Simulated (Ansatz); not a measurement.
The same molecule with X = B, Al, Ga, In. Ansatz, PBE0-D4/def2-TZVP geometries, multiplicity 2. Each molecule was computed in one conformer, which needn't be the lowest.

Elements past krypton have def2 core potentials. Scalar relativity is left out up to krypton.

```json
{"X": "B", "molecule": "`CO[B]S`•", "mean X–O bond length / Å": "1.327", "mean X–S bond length / Å": "1.805", "size of the dipole moment (PBE/def2-TZVPP) / D": "1.42", "size of the dipole moment (B3LYP/def2-TZVPP) / D": "1.40", "size of the dipole moment (ωB97M-V/def2-TZVPP) / D": "1.44"}
{"X": "Al", "molecule": "`C[O][Al][SH]`•", "mean X–O bond length / Å": "1.681", "mean X–S bond length / Å": "2.211", "size of the dipole moment (PBE/def2-TZVPP) / D": "0.33", "size of the dipole moment (B3LYP/def2-TZVPP) / D": "0.46", "size of the dipole moment (ωB97M-V/def2-TZVPP) / D": "0.59"}
{"X": "Ga", "molecule": "`C[O][Ga][SH]`•", "mean X–O bond length / Å": "1.795", "mean X–S bond length / Å": "2.236", "size of the dipole moment (PBE/def2-TZVPP) / D": "1.73", "size of the dipole moment (B3LYP/def2-TZVPP) / D": "1.80", "size of the dipole moment (ωB97M-V/def2-TZVPP) / D": "1.85"}
```

(1) Give the row for X = In, `C[O][In][SH]`•. (Estimate.)

Answers

(1) Computed: 
| X | molecule | mean X–O bond length / Å | mean X–S bond length / Å | size of the dipole moment (PBE/def2-TZVPP) / D | size of the dipole moment (B3LYP/def2-TZVPP) / D | size of the dipole moment (ωB97M-V/def2-TZVPP) / D |
| --- | --- | --- | --- | --- | --- | --- |
| In | `C[O][In][SH]`• | 2.010 | 2.432 | 2.11 | 2.22 | 2.26 |

From B to In the mean X–O bond length rises at each step, by 0.683 Å in all; the mean X–S bond length rises at each step, by 0.627 Å in all. Bonds lengthen as the atom grows down the group. Dipoles are sizes alone, and their direction can turn along the series.

B3LYP here is the variant with VWN-RPA as its local correlation; programs differ in this.
